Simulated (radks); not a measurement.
Species: Ge XXI. Configuration: [Ne] 3s2 (the NIST ground configuration).

Method: non-relativistic Kohn-Sham, LB94 model potential, spin-polarised, spherical densities, point nucleus; computed with a radial shooting solver on a logarithmic mesh with Libxc functionals.

Energy parts (hartree):
| part | energy |
|---|---|
| kinetic | 1848.77575 |
| electron-nucleus | -3988.96554 |
| Hartree | 348.40842 |
(The LB94 potential has no energy functional, so no total or exchange-correlation energy is given.)

Orbitals (lengths in bohr, moments of r in powers of bohr; r(max) is where P^2 peaks):
| orbital | occ. | eigenvalue (hartree) | r(max) |
|---|---|---|---|
| 1s | 2 | -431.3673 | 0.03158 |
| 2s | 2 | -79.95491 | 0.1785 |
| 2p | 6 | -74.85734 | 0.1414 |
| 3s | 2 | -30.46265 | 0.4923 |
| 3p | 0 | -28.84085 | 0.4719 |
| 4s | 0 | -16.16267 | 0.9881 |

The highest occupied level is 3s at -828.93 eV. The density falls to 0.001 e/bohr^3 at r = 1.24 bohr. For comparison, the ionisation energy in NIST's Atomic Spectra Database is 837 eV (semi-empirical). In exact Kohn-Sham theory the highest level is minus the ionisation energy, but local and semilocal functionals leave it too shallow, through self-interaction and a potential that decays too fast; potentials with the right tail come closer.
